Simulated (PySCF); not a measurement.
# Computed properties of C₄H₆ClF, SMILES FC1(Cl)CCC1

C₄H₆ClF, SMILES FC1(Cl)CCC1. The structure is a stationary point at PBE0-D3(BJ)/def2-SVP. The values are those of a single conformer. All values are computed for the isolated molecule unless a solvent is named; none is compared with measurement here.

**Structure.** The optimised structure has Cs symmetry. All 30 harmonic modes at PBE0-D3(BJ)/def2-SVP (PySCF) are real, so it is a minimum. With heavy atoms numbered as in [F:1][C:2]1([Cl:3])[CH2:4][CH2:5][CH2:6]1, the shortest bond between them is F1–C2 at 1.348 Å and the longest C2–Cl3 at 1.794 Å.

**Vibrations.** The strongest infrared lines (harmonic, unscaled, degenerate partners summed) lie at 1328 cm⁻¹ (112 km/mol, C 64 %, H 30 %), 1246 cm⁻¹ (49 km/mol, H 62 %, C 35 %), 799 cm⁻¹ (49 km/mol, H 55 %, C 33 %, F 11 %). The softest mode is at 140 cm⁻¹ and the zero-point energy is 59.1 kcal/mol.

**Electronic structure.** ωB97X/def2-TZVP (PySCF) places the frontier levels at -10.88 and 2.74 eV, a gap of 13.62 eV, and gives a dipole moment of 2.48 D and a mean polarisability of 56.9 bohr³. PBE/def2-TZVP (PySCF) at the same geometry gives -6.99 and -0.60 eV, so its gap is 7.23 eV narrower. An orbital gap is neither the optical nor the fundamental gap.

**Excitations.** TDDFT-PBE0/def2-SVPD (PySCF) has S1 at 7.15 eV (173 nm, f = 0.000, dark); the most intense of the 10 singlets computed lies at 8.61 eV (f = 0.08). T1 (TDA) is at 6.46 eV. TDDFT-PBE/def2-SVPD (PySCF) puts S1 at 6.65 eV. No vertical singlet excitation falls in the visible range (under 3.1 eV).

**NMR.** GIAO shifts at HF/pcSseg-1 (PySCF) (non-relativistic, atoms alike by connectivity averaged): ¹³C from 12.3 to 102.0 ppm against TMS; ¹H from 2.0 to 2.7 ppm against TMS; ¹⁹F at -79.4 ppm against CFCl3. Without spin–orbit terms, shifts of atoms bonded to Cl or Br come out too high.

**Solvation.** SMD-PBE0/def2-SVP (PySCF) gives -0.6 kcal/mol in water, -5.0 kcal/mol in acetone, -4.4 kcal/mol in N,N-dimethylformamide (1 M in both phases, gas-phase geometry); of these solvents acetone holds the molecule best.
